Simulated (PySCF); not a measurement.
Excitations are Tamm–Dancoff values on a coarser integration grid. The basis has no diffuse functions, so Rydberg states are missing or too high.

Cartesian coordinates (Å):
SMILES: [SH][Ga]([SH])[SH]
```xyz
7

S      2.1349    -0.3429    -0.5768
Ga     0.1172     0.3287    -0.0436
S     -0.2449     2.4887    -0.0201
S     -1.5245    -1.0400     0.4584
H      1.8501    -1.6467    -0.4612
H     -1.5307     2.3698     0.3394
H     -0.8021    -2.1575     0.3039
```
Charge 0, spin multiplicity 1.

**Question.** What is the computed T1 excitation (TDA), total energy, S1–T1 gap (TDA), S1 excitation (TDA), HOMO, HOMO–LUMO gap, LUMO and dipole moment (PBE-D3(BJ)/def2-TZVP // CAM-B3LYP-D3(BJ)/def2-TZVP (PySCF))?

**Answer.** 
```
Quantity                     Value
-------------------  -------------
T1 excitation (TDA)        4.46 eV
total energy         -3120.5923 Ha
S1–T1 gap (TDA)            0.23 eV
S1 excitation (TDA)        4.69 eV
HOMO                      -6.45 eV
HOMO–LUMO gap              4.61 eV
LUMO                      -1.84 eV
dipole moment               1.46 D
```
